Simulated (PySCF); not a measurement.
BFHO, SMILES B(F)=[OH+], charge +1. Heavy atoms are numbered as in [OH+:1]=[B:2][F:3]. Hydrogens are named by the atom that carries them.

The structure is a stationary point at B3LYP-D3(BJ)/def2-TZVP. A frequency run showed that this geometry is not a minimum. The isomer is the one that the SMILES or the coordinates give; other isomers of the formula were not compared.

Computed with B3LYP/pcSseg-2 run with PySCF.

GIAO shieldings, no solvent; atoms alike by connectivity are averaged. δ = σ(ref) − σ: ¹⁷O against H2O (σ = 325.5 ppm); ¹¹B against BF3 (σ = 86.3 ppm); ¹⁹F against CFCl3 (σ = 159.6 ppm); ¹H against TMS (σ = 31.68 ppm), references at their B3LYP-D3(BJ)/def2-TZVP geometries, non-relativistic.

Computed chemical shifts:
```csv
nucleus,atoms,count,δ (ppm)
¹⁷O,O1 (OH),1,37.3
¹¹B,B2,1,-15.4
¹⁹F,F3,1,-180.4
¹H,H on O1,1,8.09
```
